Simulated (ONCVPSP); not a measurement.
**Zn, ONCV: configuration errors across variants**

ONCVPSP 4.0.1 input, shortened (lines: element, Z, core and valence counts, functional; n l f; lmax; l rc ep ncon nbas qcut; lloc lpopt rc5 dvloc0; l nproj debl; icmod fcfact rcfact), PBEsol, scalar-relativistic:

```
  Zn 30.00    3    4  -116133      upf
    1    0    2.00
    2    0    2.00
    2    1    6.00
    3    0    2.00
    3    1    6.00
    3    2   10.00
    4    0    0.50
    2
    0    1.15    0.00    4    8   12.10
    1    0.85    0.00    4    7   12.80
    2    1.20    0.00    3    8   11.90
    4    4    0.65    1.00
    0    2    1.60
    1    1    1.60
    2    3    3.10
    0    0.00    0.00
```

All-electron excitation energies from the reference (eV): (1) 3s2 3p6 3d10 4s2 -17.968; (2) 3s2 3p6 3d10 4s1 -8.068; (3) 3s2 3p6 3d10 4s0 10.281; (4) 3s2 3p6 3d9 4s2 4p1 -5.686.

Errors AE − PS in meV (a dash: test not solved or not reliable):

| change | (1) | (2) | (3) | (4) | bound ghosts | GHOST(+) flags above zero |
| --- | --- | --- | --- | --- | --- | --- |
| base | +5.8 | +1.4 | 0.0 | +85 | none | none |
| all radii scaled by about 0.82 (s 0.94, p 0.70, d 1.00 bohr); local potential polynomial inside 0.54 bohr (lpopt 4, dvloc0 1 Ha) | +4.0 | +1.0 | -0.2 | +44 | none | s, d |
| all radii scaled by about 0.89 (s 1.02, p 0.76, d 1.06 bohr); local potential polynomial inside 0.58 bohr (lpopt 4, dvloc0 1 Ha) | +4.5 | +1.1 | -0.1 | +56 | none | d |
| all radii scaled by about 1.10 (s 1.26, p 0.94, d 1.32 bohr); local potential polynomial inside 0.72 bohr (lpopt 4, dvloc0 1 Ha) | +6.8 | +1.5 | +0.1 | +107 | none | none |
| all radii scaled by about 1.20 (s 1.38, p 1.02, d 1.44 bohr); local potential polynomial inside 0.78 bohr (lpopt 4, dvloc0 1 Ha) | +7.8 | +1.7 | +0.2 | +142 | none | none |

Q: Give the same row for: all radii scaled by about 1.28 (s 1.48, p 1.08, d 1.54 bohr); local potential polynomial inside 0.84 bohr (lpopt 4, dvloc0 1 Ha).

A: +8.6, +1.8, +0.3, +158; bound ghosts: none; GHOST(+) flags above zero: none.
